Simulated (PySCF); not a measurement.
Si(F)(Br)(Me)(OH) (CH4BrFOSi), SMILES F[Si](Br)(C)O.

Geometry optimised at PBE0-D3(BJ)/def2-SVP. This is a generated structure with no PubChem entry under its InChIKey; it may be hypothetical. One conformer was computed; it need not be the lowest.

Two levels are set side by side: TDDFT-PBE/def2-SVPD (PySCF) and TDDFT-LC-ωPBE/def2-SVPD (PySCF). Vertical, same geometry. The lowest singlet is HOMO→LUMO 93 % with PBE and HOMO→LUMO 36 %, HOMO→LUMO+1 14 %, HOMO−1→LUMO 12 %, HOMO→LUMO+7 10 % with the other functional; states are paired by order. Differences are taken from unrounded values.

| quantity | TDDFT-LC-ωPBE |
|---|---|
| lowest singlet excitation (eV) | 7.96 |
| lowest triplet excitation (TDA) (eV) | 7.41 |
| first bright state (f over 0.05) (eV) | 7.99 |
| its oscillator strength | 0.06 |

Task: What does TDDFT-PBE give, and how far is it from TDDFT-LC-ωPBE? (The exact figures need the calculation; the answer reports its results.)

Result: 
```tsv
quantity	TDDFT-PBE	TDDFT-PBE minus TDDFT-LC-ωPBE
lowest singlet excitation (eV)	6.60	-1.36
lowest triplet excitation (TDA) (eV)	6.40	-1.01
first bright state (f over 0.05) (eV)	6.69	-1.30
its oscillator strength	0.06	0.01
```

Functionals without exact exchange tend to place singlet excitations lower, as here. Differences between two approximate levels are no errors against the true value.

Rough cost on one machine, each run with all the roots and properties that it gave: TDDFT-LC-ωPBE against TDDFT-PBE about 6 times.
